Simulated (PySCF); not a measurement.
A ladder of Hamiltonians for Gd⁶⁰⁺ (gadolinium, charge +60)

Occupied: 1s1/2, 2s1/2. Hartree-Fock calculated with PySCF 2.14 in an even-tempered Gaussian basis (16 s from 14 bohr⁻², ratio 2.7; 13 p from 16 bohr⁻², ratio 2.7), Gaussian nucleus throughout. NR is non-relativistic, sf-X2C the spin-free one-electron X2C Hamiltonian, X2C adds the bare one-electron spin-orbit term, X2C-SNSO screens it by Boettger's factors, DC is four-component Dirac-Coulomb, and the Gaunt and Breit terms are added at first order (total energies over the DC spinors, levels after relaxing the spinors in that mean field). QED terms are absent. Levels marked empty are virtual spinors of this ion.

| Hamiltonian | E (hartree) |
| --- | --- |
| NR | -5019.9427 |
| sf-X2C | -5337.7491 |
| X2C | -5337.7491 |
| X2C-SNSO | -5337.7491 |
| DC | -5340.0100 |
| DC+Gaunt | -5335.4322 |
| DC+Breit | -5335.5291 |

```tsv
level (eV)	NR	sf-X2C	X2C	X2C-SNSO	DC	DC+Gaunt	DC+Breit
1s1/2	-53965.0	-57153.9	-57153.9	-57153.9	-57208.2	-57098.4	-57099.6
2s1/2	-12988.9	-13959.6	-13959.6	-13959.6	-13965.9	-13953.0	-13954.3
2p1/2 (empty)	-12625.9	-12992.2	-13553.0	-13533.2	-13539.6	-13515.8	-13519.1
2p3/2 (empty)	-12625.9	-12992.2	-12757.1	-12764.1	-12765.4	-12752.2	-12755.5
3s1/2 (empty)	-5571.3	-5902.0	-5902.0	-5902.0	-5903.7	-5900.0	-5900.6
```

Problem. How large are the two-electron picture-change error of X2C and the Breit correction in the total energy?

Solution. X2C-1e lies 2.2609 hartree above Dirac-Coulomb; Gaunt adds 4.5778 and the full Breit term 4.4809 hartree.

```csv
interval (eV),X2C,X2C-SNSO,DC,DC+Gaunt,DC+Breit
2p3/2 − 2p1/2,796.0,769.1,774.3,763.6,763.6
```

Weight of the small component: 1s1/2 0.0572, 2s1/2 0.0138, 2p1/2 0.0137, 2p3/2 0.0129, 3s1/2 0.00588.

Koopmans' value for the highest occupied level at DC+Breit: 13954.3 eV, against an ionisation energy of 13943 ± 10 eV (theoretical estimate listed by NIST; NIST Atomic Spectra Database, ionization energies); the former lacks relaxation, correlation, QED and recoil.

The whole ladder took 43 s of wall time on 1 thread of Neoverse-V1 (shared host), launched as `OMP_NUM_THREADS=1 python relrun2.py TASK.json OUT` (a driver that calls PySCF for each Hamiltonian).
